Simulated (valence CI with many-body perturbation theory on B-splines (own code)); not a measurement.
**Energy levels of Cl¹⁰⁺**

Computed by relativistic CI+MBPT: five valence electrons over a frozen Dirac-Fock core [He], a basis of 9 s, 9 p, 8 d, 6 f, 3 g, 1 h functions for each j, with the one-electron correlation potential Σ1 (screened to all orders), the two-electron term Σ2, the three-electron term Σ3, Breit, model QED; selected single and double excitations, second order for the rest, scaled by the run's own slope (own B-spline code, finite nucleus).

No measured spectrum was set against this ion. As an estimate, levels of excited configurations hold to 0.05 to 0.15 % of their energy, terms of the ground configuration to about 0.5 %. Among the levels kept, up to 2400 cm⁻¹ of a level comes from second order outside the variational space, and about a tenth of that is noise between levels of different J, which matters for small intervals.

Levels 1 to 45 of 76, with energies above the lowest level, 2s2 2p3 4S°_3/2. "Leading %" is the weight of the configuration and term that name the level; weights of strongly mixed levels are sums over their largest components and can fall short. In the jj column 3d3/2^4 stands for four electrons in 3d with j = 3/2. Lifetimes count E1, E2, E3, M1 and M2 decay at the calculated energies, and are blank where another channel may lead or the interval is too uncertain; long ones can be off by a factor of two.

```tsv
No.	Configuration	Term	J	E (cm⁻¹)	Leading %	Second component	Lifetime	Leading jj
1	2s2 2p3	4S°	3/2	0	99			2s^2 2p1/2 2p3/2^2 (54 %)
2	2s2 2p3	2D°	3/2	89082	94	5 % 2s2 2p3 2P°	24.8 ms	2s^2 2p1/2 2p3/2^2 (45 %)
3	2s2 2p3	2D°	5/2	91103	100		943 ms	2s^2 2p1/2 2p3/2^2 (100 %)
4	2s2 2p3	2P°	1/2	138390	98		2.61 ms	2s^2 2p1/2 2p3/2^2 (98 %)
5	2s2 2p3	2P°	3/2	141440	92	5 % 2s2 2p3 2D°	1.08 ms	2s^2 2p3/2^3 (69 %)
6	2s 2p4	4P	5/2	412080	99		179 ps	2s 2p1/2^2 2p3/2^2 (71 %)
7	2s 2p4	4P	3/2	421330	100		167 ps	2s 2p1/2 2p3/2^3 (87 %)
8	2s 2p4	4P	1/2	425980	99		160 ps	2s 2p3/2^4 (40 %)
9	2s 2p4	2D	3/2	567360	99		63.8 ps	2s 2p1/2 2p3/2^3 (63 %)
10	2s 2p4	2D	5/2	567670	99		66.6 ps	2s 2p1/2 2p3/2^3 (70 %)
11	2s 2p4	2S	1/2	662430	95	4 % 2s 2p4 2P	33.8 ps	2s 2p1/2^2 2p3/2^2 (71 %)
12	2s 2p4	2P	3/2	691630	99		16.5 ps	2s 2p1/2^2 2p3/2^2 (50 %)
13	2s 2p4	2P	1/2	703630	95	4 % 2s 2p4 2S	16.8 ps	2s 2p1/2 2p3/2^3 (62 %)
14	2p5	2P°	3/2	1078900	97		25.2 ps	2p1/2^2 2p3/2^3 (97 %)
15	2p5	2P°	1/2	1093800	97		24.6 ps	2p1/2 2p3/2^4 (97 %)
16	2s2 2p2 3s	4P	1/2	2461100	95		6.44 ps	2s^2 2p1/2^2 3s (57 %)
17	2s2 2p2 3s	4P	3/2	2467400	96		6.45 ps	2s^2 2p1/2 2p3/2 3s (92 %)
18	2s2 2p2 3s	4P	5/2	2475600	96		6.50 ps	2s^2 2p3/2^2 3s (54 %)
19	2s2 2p2 3s	2P	1/2	2489400	95		2.14 ps	2s^2 2p1/2 2p3/2 3s (75 %)
20	2s2 2p2 3s	2P	3/2	2499200	93		2.15 ps	2s^2 2p1/2 2p3/2 3s (54 %)
21	2s2 2p2 3s	2D	5/2	2542500	96		3.52 ps	2s^2 2p1/2 2p3/2 3s (54 %)
22	2s2 2p2 3s	2D	3/2	2543000	94		3.46 ps	2s^2 2p3/2^2 3s (49 %)
23	2s2 2p2 3p	2S°	1/2	2567400	86	5 % 2s2 2p2 3p 4P°	669 ps	2s^2 2p1/2^2 3p1/2 (26 %)
24	2s2 2p2 3p	4D°	1/2	2576000	91	5 % 2s2 2p2 3p 2S°	698 ps	2s^2 2p1/2^2 3p1/2 (36 %)
25	2s2 2p2 3p	4D°	3/2	2579100	91	5 % 2s2 2p2 3p 4P°	512 ps	2s^2 2p1/2 2p3/2 3p1/2 (52 %)
26	2s2 2p2 3p	4D°	5/2	2585000	92	4 % 2s2 2p2 3p 4P°	545 ps	2s^2 2p1/2 2p3/2 3p3/2 (73 %)
27	2s2 2p2 3p	4P°	1/2	2591300	91		100 ps	2s^2 2p1/2 2p3/2 3p3/2 (42 %)
28	2s2 2p2 3p	4P°	3/2	2592000	84	5 % 2s2 2p2 3p 4D°	91.4 ps	2s^2 2p1/2 2p3/2 3p1/2 (30 %)
29	2s2 2p2 3p	4D°	7/2	2592500	96		686 ps	2s^2 2p3/2^2 3p3/2 (54 %)
30	2s2 2p2 3p	4P°	5/2	2596900	81	12 % 2s2 2p2 3p 2D°	106 ps	2s^2 2p1/2 2p3/2 3p3/2 (37 %)
31	2s2 2p2 3p	2D°	3/2	2605000	92	5 % 2s2 2p2 3p 4P°	431 ps	2s^2 2p1/2 2p3/2 3p3/2 (69 %)
32	2s2 2p2 3s	2S	1/2	2615300	93	4 % 2p4 3s 2S	3.70 ps	2s^2 2p3/2^2 3s (72 %)
33	2s2 2p2 3p	2D°	5/2	2615900	84	11 % 2s2 2p2 3p 4P°	343 ps	2s^2 2p3/2^2 3p3/2 (66 %)
34	2s2 2p2 3p	4S°	3/2	2616200	80	13 % 2s 2p3 3s 4S°	15.4 ps	2s^2 2p1/2 2p3/2 3p3/2 (29 %)
35	2s2 2p2 3p	2P°	3/2	2626800	94		93.9 ps	2s^2 2p1/2 2p3/2 3p3/2 (41 %)
36	2s2 2p2 3p	2P°	1/2	2627300	93		103 ps	2s^2 2p3/2^2 3p3/2 (52 %)
37	2s2 2p2 3p	2F°	5/2	2661500	95		198 ps	2s^2 2p1/2 2p3/2 3p1/2 (37 %)
38	2s2 2p2 3p	2F°	7/2	2664300	97		196 ps	2s^2 2p1/2 2p3/2 3p3/2 (55 %)
39	2s 2p3 3s	6S°	5/2	2668100	99		4.16 ns	2s 2p1/2 2p3/2^2 3s (55 %)
40	2s2 2p2 3p	2D°	3/2	2685000	89	6 % 2s2 2p2 3p 2P°	97.6 ps	2s^2 2p1/2 2p3/2 3p1/2 (36 %)
41	2s2 2p2 3p	2D°	5/2	2685400	94		111 ps	2s^2 2p1/2 2p3/2 3p3/2 (55 %)
42	2s2 2p2 3p	2P°	1/2	2700500	97		44.0 ps	2s^2 2p1/2 2p3/2 3p3/2 (80 %)
43	2s2 2p2 3p	2P°	3/2	2707700	90		40.6 ps	2s^2 2p3/2^2 3p3/2 (60 %)
44	2s2 2p2 3d	4F	3/2	2715300	92		51.8 ps	2s^2 2p1/2^2 3d3/2 (49 %)
45	2s2 2p2 3d	4F	5/2	2718300	90	6 % 2s2 2p2 3d 4D	46.6 ps	2s^2 2p1/2 2p3/2 3d3/2 (51 %)
```

The ionisation energy to 2s2 2p2 3P_0 of the next ion comes out as 529.7 eV (NIST: 530 ± 0.4 eV (semi-empirical)). All 76 levels together are meant to be complete up to 2832100 cm⁻¹.
